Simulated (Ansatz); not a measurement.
Coupled-cluster diagnostics for the cluster Li6O2, Ansatz.

Geometry of the singlet (PBE0-D4/def2-TZVP):

Cartesian coordinates in Å:
```
Li -1.087 -1.687 -0.372
Li 0.705 -0.483 1.979
Li -0.098 -1.367 -3.233
Li 1.185 2.292 1.628
Li 0.458 0.318 -0.703
Li -1.322 0.982 1.352
O 0.386 0.926 1.001
O -0.226 -0.981 -1.652
```

Correlated methods freeze 2 core orbitals; core or outer-core shells of Li are correlated, in sets that lack core-valence functions. The geometry of the singlet was relaxed on an unsound state (restricted singlet, unstable towards broken spin symmetry at other levels and untested here). The structure comes from a short search, and lower isomers may exist.

Estimate the CCSD(T) correlation energy, the shares of MP2 and (T), T1 and the reference's ⟨S²⟩ for: charge 0, singlet, own geometry in def2-TZVPP; and the rough time on 4 threads of Arm Neoverse V2 on a shared host.


| state | basis | correlation (eV) | MP2 share (%) | (T) share (%) | T1 | ⟨S²⟩ (pure) | wall time | remarks |
| --- | --- | --- | --- | --- | --- | --- | --- | --- |
| charge 0, singlet, own geometry | def2-TZVPP | -22.568 | 94.1 | 3.4 | 0.023 | 0.00 (0.00) | 47 s | large T1 (0.023), restricted SCF unstable |
Customary marks for T1 are 0.02 (closed shells), 0.045 (open shells) and about 0.05 (3d metals). T1 exceeds 0.02 in 1 of 1 rows and 0.045 in 0; the higher it lies, the less the single-reference result can be trusted.
